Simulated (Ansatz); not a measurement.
`N[B]1[AlH][B]1O` at its PBE0-D4/def2-TZVP geometry, where that method's forces vanish. The species carries charge 0 and has multiplicity 1.

| atom | x (Å) | y (Å) | z (Å) |
| --- | --- | --- | --- |
| N1 | 1.6920 | -0.5450 | 0.0683 |
| B2 | 0.3311 | -0.6996 | 0.1762 |
| Al3 | -1.6255 | -1.1547 | -0.0889 |
| B4 | -0.8888 | 0.7272 | -0.0446 |
| O5 | -0.4540 | 1.9582 | -0.3176 |
| H6 | 2.1928 | 0.2484 | 0.4383 |
| H7 | 2.2835 | -1.2133 | -0.4015 |
| H8 | -2.5079 | -1.7703 | 1.0898 |
| H9 | -1.0231 | 2.4492 | -0.9200 |

Task: For each bond, give half the difference of the two atoms' forces along it (eV/Å; positive pushes the atoms apart) under PBE-D4, r2SCAN-D4, B3LYP-D4, ωB97M-V in def2-TZVPP. (Estimate.)

Result: Ansatz gave: 
| bond | length (Å) | PBE-D4 | r2SCAN-D4 | B3LYP-D4 | ωB97M-V |
| --- | --- | --- | --- | --- | --- |
| N1–B2 | 1.374 | 0.20 | 0.15 | 0.02 | 0.14 |
| N1–H6 | 1.009 | 0.18 | -0.03 | 0.00 | -0.08 |
| N1–H7 | 1.009 | 0.18 | 0.00 | -0.01 | -0.08 |
| B2–Al3 | 2.026 | -0.13 | -0.09 | 0.03 | -0.08 |
| B2–B4 | 1.890 | -0.25 | -0.05 | 0.04 | 0.01 |
| Al3–B4 | 2.021 | -0.18 | -0.10 | 0.01 | -0.10 |
| Al3–H8 | 1.596 | 0.09 | 0.01 | -0.09 | -0.14 |
| B4–O5 | 1.334 | 0.41 | 0.19 | 0.08 | 0.19 |
| O5–H9 | 0.963 | 0.35 | 0.00 | -0.02 | -0.10 |

B3LYP here is the variant with VWN-RPA as its local correlation; programs differ in this.
